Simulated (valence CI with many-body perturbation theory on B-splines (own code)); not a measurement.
**Valence orbitals of Ag XXXV**

Method: relativistic CI+MBPT: three valence electrons over a frozen Dirac-Fock core [Ne], a basis of 11 s, 11 p, 10 d, 8 f, 5 g, 2 h functions for each j, with the one-electron correlation potential Σ1, the two-electron term Σ2, the three-electron term Σ3, Breit, model QED; selected CI, second order for the rest, scaled by the run's own slope (own B-spline code, finite nucleus).

No measured spectrum was set against this ion. As an estimate, large intervals hold to a few tenths of a per cent, small ones and those within an open d or f shell to about a per cent.

These are the spectroscopic orbitals of the CI (the correlating ones are not listed), shaped by the core and the other valence electrons. h is the expectation value of the core's Dirac-Fock operator, without the valence repulsion; Σ1 is computed up to l = 3 at one energy for each symmetry, that of its lowest orbital but kept below the first core excitation, so for empty shells it is not the orbital's own correlation shift; Breit and QED include the response of the core, and the two lowest orbitals of each symmetry also the frequency dependence of Breit exchange, which makes a step in that column.

| Orbital | h (hartree) | Σ1 (cm⁻¹) | Breit (cm⁻¹) | QED (cm⁻¹) | ⟨r⟩ (bohr) |
| --- | --- | --- | --- | --- | --- |
| 3s1/2 | -87.192 | -6393 | 9188 | 6849 | 0.3240 |
| 4s1/2 | -47.291 | -2133 | 3574 | 2737 | 0.6001 |
| 5s1/2 | -29.631 | -970 | 1706 | 1329 | 0.9652 |
| 6s1/2 | -20.295 | -528 | 954 | 747 | 1.415 |
| 7s1/2 | -14.765 | -320 | 587 | 461 | 1.950 |
| 8s1/2 | -11.222 | -210 | 387 | 305 | 2.570 |
| 3p1/2 | -84.156 | -8071 | 15260 | -204 | 0.3091 |
| 4p1/2 | -46.03 | -2638 | 5946 | -74.8 | 0.5922 |
| 5p1/2 | -28.999 | -1213 | 2907 | -35.7 | 0.9617 |
| 6p1/2 | -19.934 | -664 | 1639 | -19.9 | 1.416 |
| 7p1/2 | -14.54 | -404 | 1014 | -12.2 | 1.957 |
| 8p1/2 | -11.073 | -265 | 671 | -8.0 | 2.582 |
| 3p3/2 | -82.47 | -7573 | 9332 | 474 | 0.3163 |
| 4p3/2 | -45.347 | -2520 | 3587 | 192 | 0.6017 |
| 5p3/2 | -28.658 | -1168 | 1818 | 95.5 | 0.9736 |
| 6p3/2 | -19.739 | -642 | 1024 | 54.4 | 1.431 |
| 7p3/2 | -14.419 | -392 | 633 | 33.9 | 1.974 |
| 8p3/2 | -10.992 | -257 | 419 | 22.5 | 2.601 |
| 3d3/2 | -78.538 | -9088 | 6835 | -264 | 0.2752 |
| 4d3/2 | -43.856 | -2519 | 2467 | -92.5 | 0.5686 |
| 5d3/2 | -27.928 | -1119 | 1176 | -44.0 | 0.9470 |
| 6d3/2 | -19.327 | -606 | 656 | -24.5 | 1.411 |
| 7d3/2 | -14.163 | -367 | 404 | -15.1 | 1.960 |
| 3d5/2 | -78.164 | -8648 | 3191 | -38.7 | 0.2773 |
| 4d5/2 | -43.694 | -2391 | 1143 | -1.1 | 0.5713 |
| 5d5/2 | -27.845 | -1062 | 554 | 2.0 | 0.9502 |
| 6d5/2 | -19.279 | -576 | 310 | 1.8 | 1.414 |
| 7d5/2 | -14.133 | -349 | 191 | 1.4 | 1.964 |
| 4f5/2 | -42.908 | -2129 | 217 | -31.4 | 0.5022 |
| 5f5/2 | -27.454 | -1039 | 150 | -17.4 | 0.8854 |
| 6f5/2 | -19.056 | -586 | 95.4 | -10.4 | 1.354 |
| 7f5/2 | -13.994 | -364 | 63.6 | -6.7 | 1.908 |
| 4f7/2 | -42.842 | -2084 | 45.4 | 7.4 | 0.5034 |
| 5f7/2 | -27.42 | -1015 | 31.3 | 2.4 | 0.8868 |
| 6f7/2 | -19.037 | -572 | 19.4 | 1.0 | 1.355 |
| 7f7/2 | -13.982 | -355 | 12.9 | 0.5 | 1.909 |
| 5g7/2 | -27.352 |  | 4.5 | -6.5 | 0.7812 |
| 6g7/2 | -18.996 |  | 4.5 | -3.9 | 1.251 |
| 7g7/2 | -13.956 |  | 3.6 | -2.5 | 1.806 |
| 5g9/2 | -27.332 |  | 0.4 | 4.7 | 0.7821 |
| 6g9/2 | -18.985 |  | 0.4 | 2.6 | 1.252 |
| 7g9/2 | -13.948 |  | 0.3 | 1.6 | 1.808 |
| 6h9/2 | -18.976 |  |  |  | 1.112 |
| 6h11/2 | -18.969 |  |  |  | 1.113 |

Among the shells of the start configuration 3s2 3p1, Σ1 is largest in size for 3p1/2, where it is 0.044 % of h.

Lowest root of each symmetry, sizes in configuration state functions:

```csv
J,Parity,Roots,Reference,Variational,Second order,Change by selected CI (cm⁻¹),Change by second order (cm⁻¹)
1/2,even,15,93,10624,11516,-2682,0
3/2,even,23,147,18966,23092,-1633,0
5/2,even,22,153,20946,22603,-2433,0
7/2,even,12,114,16515,35128,-3845,-1
9/2,even,8,72,14862,25809,-4576,-1
11/2,even,2,28,8582,26104,-10769,-4
1/2,odd,17,90,11498,13101,-3346,0
3/2,odd,25,146,17492,28582,-3241,0
5/2,odd,20,147,17534,30093,-2707,-1
7/2,odd,14,115,18668,39859,-2990,-1
9/2,odd,7,66,13396,19589,-2226,-1
11/2,odd,3,31,10867,17364,-4020,-1
```
